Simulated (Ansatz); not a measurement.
Relaxation of BFH6OSSi2 (12 atoms, charge 0, multiplicity 1), to a largest force component of 0.015 eV/Å in at most 40 steps.

These are results of RKS B3LYP/STO-3G in Ansatz 0.2.0, not measurements.

```xyz
12
Properties=species:S:1:pos:R:3
O -1.103 -2.363 -0.720
B -0.490 -1.046 -0.985
S 0.867 -0.936 -2.265
Si -0.947 0.552 -0.005
F -1.539 1.718 -1.101
Si 0.729 1.321 1.153
H -0.594 -2.736 -0.005
H 1.914 -1.201 -1.283
H -2.108 0.220 0.966
H 0.340 2.513 1.921
H 1.169 0.269 2.117
H 1.840 1.636 0.240
```

**Question.** Where does it end, and by what steps?

**Answer.** The run converged. The force dipped under the threshold on the way, but the program's further checks kept it going. Limits of this set-up: minimal basis. After 28 steps the energy has fallen by 2.576 eV; H8 moved furthest, 1.76 Å.

```tsv
step	energy less start (eV)	largest force component (eV/Å)	accepted
0	0.0000	4.276	yes
1	-0.6074	2.034	yes
2	-0.9219	2.287	yes
3	-1.2359	3.596	yes
4	-1.6434	2.043	yes
5	-1.9596	1.005	yes
6	-2.1401	0.961	yes
7	-2.3001	0.999	yes
8	-2.4184	1.187	yes
9	-2.4963	0.695	yes
10	-2.5360	0.379	yes
11	-2.5636	0.171	yes
12	-2.5683	0.209	yes
13	-2.5718	0.089	yes
14	-2.5731	0.045	yes
15	-2.5734	0.030	yes
16	-2.5736	0.017	yes
17	-2.5739	0.031	yes
18	-2.5742	0.039	yes
19	-2.5746	0.048	yes
20	-2.5748	0.069	yes
21	-2.5747	0.083	no
22	-2.5752	0.045	yes
23	-2.5753	0.064	yes
24	-2.5755	0.069	yes
25	-2.5755	0.033	yes
26	-2.5756	0.012	yes
27	-2.5756	0.011	yes
28	-2.5757	0.012	yes
```

```xyz
12
Properties=species:S:1:pos:R:3
O -0.428 -2.373 -0.633
B -0.097 -1.074 -0.952
S 1.067 -0.871 -2.288
Si -0.841 0.507 -0.003
F -1.481 1.619 -1.061
Si 0.658 1.505 1.392
H -1.103 -2.382 0.129
H 1.221 -2.200 -2.550
H -1.946 0.037 0.828
H 0.080 2.620 2.109
H 1.128 0.558 2.378
H 1.818 1.998 0.685
```

Whether the end is a true minimum wasn't checked by a vibrational analysis.

Run time: 2.1 min on 1 thread of Arm Neoverse V1, on a shared host, peak memory 0.18 GiB.
